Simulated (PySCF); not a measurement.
germylsulfanylgermane (Ge2H6S), SMILES [GeH3][S][GeH3]. Atoms are numbered in the order given.

```xyz
9

Ge     1.6927    -0.2467     0.0442
S      0.0036    -0.4092    -1.4312
Ge    -1.6999     0.2000    -0.0958
H      2.9611    -0.6345    -0.7347
H      1.7996     1.1980     0.5750
H      1.4630    -1.2114     1.2261
H     -1.8184    -0.7738     1.0951
H     -2.9593     0.1366    -0.9766
H     -1.4766     1.6321     0.4332
```

The structure is a stationary point at B3LYP-D3(BJ)/def2-SVP.

Two levels are set side by side: PBE/pcSseg-1 (PySCF) and HF/pcSseg-1 (PySCF). GIAO shifts against GeH4 (⁷³Ge), H2S (³³S), TMS (¹H) at the same level; non-relativistic, no solvent, atoms listed together averaged. Differences are taken from unrounded values.

```json
[
 {"quantity": "δ(⁷³Ge) of Ge1, Ge3 (ppm)", "HF": "137.4", "PBE": "198.1", "PBE minus HF": "60.7"},
 {"quantity": "δ(³³S) of S2 (ppm)", "HF": "-190.6", "PBE": "-74.2", "PBE minus HF": "116.4"}
]
```

Rough cost on one machine, each run with all the roots and properties that it gave: HF against PBE within a factor of 2.
